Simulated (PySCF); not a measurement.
PySCF input for Mg(OMe)(SiH3) (CH6MgOSi), SMILES [SiH3][Mg][O]C, HF/pcSseg-1. The structure is a stationary point at B3LYP-D3(BJ)/def2-SVP. The values are those of a single conformer.

```python
import numpy as np
from pyscf import gto, scf, dft
from pyscf.prop.nmr import rhf as nmr

mol = gto.M(
    atom='''
    Mg   -0.00000000   -0.00000000   -0.02889867
    O     0.00000000   -0.00000000   -1.80659533
    C     0.00000000    0.00000000   -3.18693233
    H    -0.92999481   -0.43849447   -3.60407552
    H     0.08525005    1.02464636   -3.60407553
    H     0.84474475   -0.58615188   -3.60407553
    Si    0.00000000    0.00000000    2.53037848
    H     0.98203286   -0.97741294    3.10268950
    H    -1.33748085   -0.36175893    3.10268951
    H     0.35544801    1.33917187    3.10268951
    ''',
    basis='pcSseg-1',
    charge=0,
    spin=0,
    max_memory=1600,
    verbose=3,
)
mf = scf.RHF(mol)
mf.conv_tol = 1e-10
mf.max_cycle = 100
mf.kernel()
n = nmr.NMR(mf)
n.verbose = 2
n.max_cycle_cphf = 60
sigma = n.kernel()
print('atom   isotropic/ppm   span/ppm')
for i, s in enumerate(sigma):
    w = np.linalg.eigvalsh((s + s.T) / 2)
    print(f'{mol.atom_symbol(i):2s}{i + 1:3d} {w.mean():14.3f} {w[2] - w[0]:11.3f}')
```

Program output:

```
converged SCF energy = -604.729687879802
atom   isotropic/ppm   span/ppm
Mg  1        529.887     269.002
O   2        376.935       6.771
C   3        140.562      68.572
H   4         28.173      10.956
H   5         28.173      10.956
H   6         28.173      10.956
Si  7        524.311      23.527
H   8         28.855       8.955
H   9         28.855       8.955
H  10         28.855       8.955
```

The run converged.
